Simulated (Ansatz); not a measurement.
Reaction (ligand exchange at the Si–C bond): `BOC(O)[SiH3]` + `[OH][AlH][CH2]F` → `F[CH2][AlH][O][SiH3]` + `BOCO`

Gas-phase electronic energies from Ansatz, PBE0-D4/def2-TZVP geometries. CBS: MP2 limit from def2 TZ/QZ plus the TZ coupled-cluster correction, frozen cores. DFT in def2-TZVPP. B3LYP here is the variant with VWN-RPA as its local correlation; programs differ in this. One conformer a species, not always the lowest.

`BOC(O)[SiH3]`:

Z-matrix (Å, degrees):
```
C
O 1 1.429
Si 1 1.911 2 108.7
O 1 1.388 2 110.1 3 -117.9
H 1 1.101 2 107.5 3 120.4
B 2 1.343 1 121.9 3 -120.7
H 3 1.486 1 107.8 2 58.4
H 3 1.485 1 109.0 2 177.3
H 3 1.482 1 109.3 2 -61.6
H 4 0.963 1 109.4 2 -69.3
H 6 1.204 2 119.9 1 -1.9
H 6 1.195 2 117.2 1 178.5
```

`[OH][AlH][CH2]F`:

```xyz
8

O     0.471    1.535    1.145
Al    0.674    0.032    0.386
C    -0.842   -0.514   -0.756
F    -0.584   -1.761   -1.341
H     1.114    1.936    1.727
H     1.982   -0.832    0.599
H    -1.035    0.201   -1.565
H    -1.781   -0.597   -0.194
```

`F[CH2][AlH][O][SiH3]`:

```xyz
11

F     1.060    0.967   -1.557
C     1.934    0.236   -0.747
Al    0.944   -0.669    0.707
O    -0.722   -0.455    0.781
Si   -2.167    0.126    0.303
H     2.472   -0.473   -1.389
H     2.695    0.929   -0.365
H     1.657   -1.574    1.787
H    -2.173    1.612    0.356
H    -2.471   -0.311   -1.085
H    -3.228   -0.389    1.209
```

`BOCO`:

Z-matrix (Å, degrees):
```
C
O 1 1.416
O 1 1.382 2 111.0
H 1 1.096 2 106.2 3 -122.2
H 1 1.093 2 110.1 3 118.1
B 2 1.344 1 121.5 3 -104.2
H 3 0.962 1 108.8 2 -65.4
H 6 1.202 2 120.0 1 -2.9
H 6 1.196 2 117.0 1 177.8
```

```csv
level,ΔE (kJ/mol),difference from CCSD(T)/CBS
PBE-D4,-120.0,17.6
r2SCAN-D4,-136.1,1.5
PBE0-D4,-130.3,7.3
B3LYP-D4,-137.6,0.0
ωB97X-V,-136.7,0.9
ωB97M-V,-135.2,2.4
B2PLYP,-141.9,-4.3
PBE,-121.3,16.3
r2SCAN,-136.4,1.2
PBE0,-131.3,6.3
B3LYP,-139.8,-2.2
HF/def2-TZVPP,-168.0,-30.4
MP2/def2-TZVPP,-141.7,-4.1
SCS-MP2/def2-TZVPP,-146.2,-8.6
CCSD/def2-TZVPP,-143.5,-5.9
CCSD(T)/def2-TZVPP,-139.1,-1.5
HF/def2-QZVPP,-169.8,-32.2
MP2/def2-QZVPP,-141.4,-3.8
SCS-MP2/def2-QZVPP,-145.9,-8.3
HF/CBS(def2),-170.0,-32.4
MP2/CBS(def2),-140.2,-2.6
CCSD/CBS(def2),-141.9,-4.3
CCSD(T)/CBS,-137.6,0
```

Largest T1 diagnostic among the species: 0.014.

From PBE to PBE0 (25 % exact exchange), in def2-TZVPP and without D4, ΔE moves by −10.0 kJ/mol. In def2-TZVPP, CCSD(T) changes the Hartree–Fock value by +28.9 kJ/mol (the triples alone add +4.3 kJ/mol) and MP2 by +26.3 kJ/mol.

CCSD(T)/CBS has its own doubt, a few kJ/mol and more with outer-core shells, so smaller differences from it don't rank the levels.
